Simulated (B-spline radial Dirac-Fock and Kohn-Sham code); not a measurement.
## Auger decay of the 4s hole in Gd

System: the free gadolinium atom, [Xe] 4f8 5d1 6s1 (not the ground configuration).

Input of the calculation (task.json; shells as n, l, electrons):

```json
{"items": [{
  "Z": 64,
  "q": 0,
  "cfg": [[1, 0, 2], [2, 0, 2], [2, 1, 6], [3, 0, 2], [3, 1, 6], [3, 2, 10], [4, 0, 2], [4, 1, 6], [4, 2, 10], [4, 3, 8], [5, 0, 2], [5, 1, 6], [5, 2, 1], [6, 0, 1]],
  "A": 158,
  "rrms": 5.1569,
  "do": ["binding", "quiet", "decay"],
  "holes": ["K", "L1", "L2", "L3", "M1", "M2", "M3", "M4", "M5", "N1", "N2", "N3", "N4", "N5"]
}]}
```

Run with: `python xray_run.py task.json out`

The computed values come from an atomic code on a B-spline grid: a relativistic independent-particle model: LDA orbitals of the hole state, radiative multipoles to third order, Auger rates from the Coulomb interaction with a continuum orbital, Dirac-Fock energies. Kinetic energies are configuration averages from the vacuum level; the two-hole energies are estimated from single-hole states.

```
transition  kinetic energy (eV)  width (meV)  share (%)
   N1-N2O1                    –          603        5.4
   N1-N2O2                36.69          459        4.1
   N1-N2O3                40.73          929        8.4
   N1-N3O1                    –          796        7.2
   N1-N2N7                57.35          438        3.9
   N1-N3O2                67.87          790        7.1
   N1-N3O3                72.41         1030        9.3
   N1-N3N6                88.38         1330       12.0
   N1-N3N7                89.40         1610       14.6
   N1-N5O1                    –          336        3.0
```

A dash stands for an energy that rests on an unreliable hole state.

Coster-Kronig rates are the weakest part of this model and often come out 1.5 to 2.5 times too large. Super-Coster-Kronig decay this fast strains the one-particle picture, and such widths tend to come out too large. The listed channels hold 75 % of the non-radiative rate. Summed by principal shells, of 11.1 eV in all: NNO 56.0 %, NNN 42.3 %, NNP 1.0 %, NOO 0.7 %.
